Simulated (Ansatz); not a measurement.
This geometry of CH2OSSi (6 atoms, charge 0, multiplicity 1) is a first-order saddle point.

The calculation used RKS PBE0-D4/def2-SVP in Ansatz 0.2.0.

```xyz
6
Properties=species:S:1:pos:R:3
C 0.420 -0.016 -1.934
Si 0.620 -0.655 -0.425
S -0.652 -1.001 1.256
O -0.383 0.385 2.167
H 0.947 0.212 -2.862
H -0.953 1.076 1.799
```

(1) Which two structures does it join? (They come from a converged band through this point; their orientation in space is the band's.)

(2) How far does it lie above each of them?

Answers

(1) No bond is made or broken. The dihedral C1–Si2–S3–O4 goes from -23 to 180°.

Initial state:

```xyz
6
Properties=species:S:1:pos:R:3
C 0.464 0.071 -1.629
Si 0.275 -1.193 -0.580
S -0.485 -1.041 1.416
O -0.224 0.543 1.878
H 0.870 0.536 -2.527
H -0.900 1.084 1.442
```

Final state:

```xyz
6
Properties=species:S:1:pos:R:3
C 0.605 -0.275 -2.041
Si 0.593 0.287 -0.482
S -0.689 -0.703 0.912
O -0.376 0.166 2.317
H 0.922 -0.329 -3.081
H -1.054 0.853 2.375
```

(2) 1.0 kcal/mol above the first and 2.9 kcal/mol above the second. This is the barrier of this one path; another mechanism may lie lower.

Time of the run: 3.4 min on 1 thread of Intel(R) Xeon(R) Processor @ 2.70GHz, with other jobs on the host, peak memory 0.15 GiB.
